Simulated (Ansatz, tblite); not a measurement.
Cost and result up the ladder for GeI2 (3 atoms). The state is a singlet with charge 0. Geometry: PBE-D4/def2-TZVP.

```xyz
3

Ge    0.9485   -0.4245   -0.2744
I    -0.3295   -0.6393    1.9550
I    -0.6190    1.0638   -1.6806
```

Ansatz on 4 threads of Arm Neoverse V2 on a shared host; xTB runs through tblite on one thread. Times are rough, summed over both states, and most runs start from the orbitals of an earlier one. PBE0-D4/def2-TZVP serves as the yardstick here, not as an exact answer. The other state is a triplet.

In the def2 sets I takes a core potential; there is no spin–orbit coupling. The xTB rows come from tblite.

xTB has no spin-polarisation term.

| level | functions | wall time | vertical triplet (eV) | difference from PBE0-D4/def2-TZVP (eV) |
| --- | --- | --- | --- | --- |
| GFN1-xTB | 27 | 0.005 s | 2.30 | 0.25 |
| GFN2-xTB | 27 | 0.005 s | 3.50 | 1.45 |
| PBE-D4/def2-TZVP | 148 | 2.8 s | 2.12 | 0.07 |
| PBE0-D4/def2-TZVP | 148 | 5.3 s | 2.05 | 0.00 |
| r2SCAN-D4/def2-TZVP (with forces) | 148 | 6.5 s | 1.99 | -0.06 |
